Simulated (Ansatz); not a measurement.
System: CH2S (charge 0, singlet). 
Geometry from a B3LYP-D3(BJ)/def2-TZVP (Ansatz, a first-principles code) optimisation:
```
C
H 1 1.0888
H 1 1.0888 2 115.51
S 1 1.6055 2 122.25 3 -180.00
```
Charge 0, spin multiplicity 1.

Basis-set convergence of Hartree-Fock and CCSD correlation energies (hartree) with Ansatz. Correlated levels leave the core frozen unless marked. No spin-orbit coupling. No relativistic terms.

The Hartree-Fock reference is unstable (checked in the largest basis), which strains HF and MP2. 

```json
[
 {"basis": "def2-SVPD", "functions": "63", "E(HF)": "-436.37579", "E(corr, CCSD)": "-0.30425"},
 {"basis": "def2-TZVPPD", "functions": "122", "E(HF)": "-436.55352", "E(corr, CCSD)": "-0.36134"},
 {"basis": "def2-QZVPPD", "functions": "208", "E(HF)": "-436.56598", "E(corr, CCSD)": "-0.38098"}
]
```

Extrapolating the two largest sets (X = 3 and 4) as X^-3: E(corr) = (64·(-0.38098) - 27·(-0.36134))/37 = -0.3953 Eh, an estimate of the basis-set limit. The largest set recovers 96.4 % of it, the smallest 77.0 %.
